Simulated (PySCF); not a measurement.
Species: C3H8OSi.
Numbering: `[CH2:1]1[CH2:2][O:3][SiH2:4][CH2:5]1` (hydrogens: H6, H7 on C1; H8, H9 on C2; H10, H11 on Si4; H12, H13 on C5)

Structure used (PBE0-D3(BJ)/def2-SVP), in Å, numbered top down from 1:
```
atom  x, y, z in Å
C1     0.0780   -1.0006    0.3805
C2     1.1872   -0.0154    0.0033
O3     0.6387    1.2856   -0.0805
Si4   -1.0001    1.2642   -0.4612
C5    -1.1808   -0.6164   -0.4141
H6     0.3938   -2.0406    0.1983
H7    -0.1270   -0.9101    1.4607
H8     1.9978   -0.0120    0.7498
H9     1.6367   -0.2976   -0.9690
H10   -1.7851    2.0063    0.5698
H11   -1.2689    1.8768   -1.7967
H12   -1.1397   -1.0160   -1.4415
H13   -2.1066   -0.9894    0.0473
```

Method: core-valence-separated Tamm–Dancoff BHandHLYP/aug-pcX-1 (pcseg-1 on H, def2-SVPD on Si) in PySCF, non-relativistic, gas phase, PBE0-D3(BJ)/def2-SVP geometry. The energies are unshifted.

What does the O 1s absorption edge look like?

```tsv
E (eV)	f	core hole on	main final orbital
532.53	0.0073	O3	LUMO+1 (41 %)
533.58	0.0030	O3	LUMO (63 %)
533.90	0.0233	O3	spread
534.03	0.0088	O3	spread
534.26	0.0001	O3	LUMO+2 (50 %)
534.45	0.0156	O3	spread
534.67	0.0032	O3	LUMO+4 (31 %)
```

The first line with a tenth or more of the strongest one's intensity is at 532.53 eV (f = 0.007), with the hole on O3 (silyl ether oxygen). The strongest listed is at 533.90 eV (f = 0.023; O3).

Give energies, oscillator strengths and core holes at the C K edge.

| E (eV) | f | core hole on | main final orbital |
| --- | --- | --- | --- |
| 285.25 | 0.0103 | C5 | LUMO (46 %) |
| 285.56 | 0.0113 | C5 | LUMO+1 (38 %) |
| 285.64 | 0.0141 | C1 | LUMO (77 %) |
| 285.76 | 0.0258 | C5 | LUMO+2 (35 %) |
| 286.14 | 0.0286 | C1 | LUMO+4 (31 %) |
| 286.47 | 0.0220 | C5 | LUMO+5 (31 %) |
| 286.57 | 0.0127 | C1 | LUMO+1 (80 %) |
| 286.77 | 0.0297 | C2 | LUMO (41 %) |
| 286.88 | 0.0005 | C5 | LUMO+4 (49 %) |
| 286.98 | 0.0010 | C5 | LUMO+3 (50 %) |
| 287.06 | 0.0024 | C1 | LUMO+3 (63 %) |
| 287.13 | 0.0017 | C1 | LUMO+2 (49 %) |
| 287.25 | 0.0010 | C5 | spread |
| 287.25 | 0.0229 | C2 | LUMO+3 (33 %) |
| 287.41 | 0.0326 | C2 | spread |

The first line with a tenth or more of the strongest one's intensity is at 285.25 eV (f = 0.010), with the hole on C5 (sp3 carbon bound to silicon). The strongest listed is at 287.41 eV (f = 0.033; C2).

Roots within 0.03 eV whose holes lie on the same, on equivalent or on shared atoms are summed into one line, and the highest roots are left out, as the search may have cut off their partners. Final orbitals are the ground state's empty Kohn–Sham orbitals.

What length of transition dipole belongs to the line at 534.45 eV?

From f = (2/3) ΔE |μ|² in atomic units, with ΔE = 19.641 Eh and f = 0.0156: |μ| = 0.034 au = 0.09 D.

The list ends where the root search ended, not at a threshold.

Cost: about 24 s of CPU time on one thread; the machine was shared, so the figure is rough.

One conformer stands for the species.
